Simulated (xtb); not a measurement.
H2ISi (SMILES [SiH2]I), doublet, geometry from GFN2-xTB. Base run: xtb with GFN2-xTB.

Here is a job for xtb.
```
$ xtb mol.xyz --gfn 2 --uhf 1 --json

# file mol.xyz
4

Si    -1.84359992     0.03632497     0.38543371
I      0.57775042    -0.01202724    -0.09551073
H     -2.37465293     1.28448625    -0.13593458
H     -2.43572063    -1.15559223    -0.19806885
```

Variants of this job, named by their change:

```tsv
change	ΔE vs base (kcal/mol)	dipole (D)	G_solv (kcal/mol)	SCF cycles
base	0.000	4.78	-	13
acc = 0.1	0.000	4.78	-	16
gbsa = chcl3	-4.83	4.95	-5.09	13
alpb = toluene	-2.56	4.86	-2.63	13
alpb = benzene	-2.20	4.87	-2.28	13
acc = 0.0001	0.000	4.78	-	20
acc = 1000	0.066	4.72	-	6
etemp = 5000	-2.20	4.37	-	13
```

ALPB and GBSA are two models with their own fitted parameters for each solvent, which aren't always the measured dielectric constant.
